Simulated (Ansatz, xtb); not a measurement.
Stretching the Cd1–H2 bond in CdH3N (SMILES [NH2][CdH]) (multiplicity 1 held, fragments rigid). Energies count from the point at 1.656 Å.
Geometry at that point (charge 0, multiplicity 1):
```xyz
5

Cd    -0.19315    -0.04078    -0.22747
H     -1.20928    -0.23635    -1.52039
N      1.16168     0.26843     1.25041
H      1.49907    -0.57553     1.69862
H      0.84969     0.89031     1.98724
```

R- and RO- levels are restricted; in cc, def2 and unpolarised 6-31G sets they are followed outwards from rest. Unrestricted levels (U-) break spin symmetry where that is lower. Curves can end on different states.

Correlated levels freeze the cores.

Run with Ansatz (Gaussian basis) for Hartree–Fock, density functionals and correlated methods; xtb for the GFN methods.  In def2 rows elements past Kr take small-core potentials, without spin–orbit coupling. The GFN methods have no spin term and hold the electronic entropy of 300 K.

One of these levels gives 74.36 kcal/mol for the energy at R = 5.299 Å. Which one is it?
(A) U-B3LYP/def2-TZVPP
(B) R-MP2/def2-TZVPP
(C) GFN2-xTB

A, U-B3LYP/def2-TZVPP. The others give 83.29 (GFN2-xTB), 112.28 (R-MP2/def2-TZVPP)

Doubts at one or more of the structures used: a spin-contaminated determinant (U-B3LYP/def2-TZVPP); a restricted determinant that unrestricted orbitals would lower (R-MP2/def2-TZVPP).

Ansatz is a program for electronic structure.
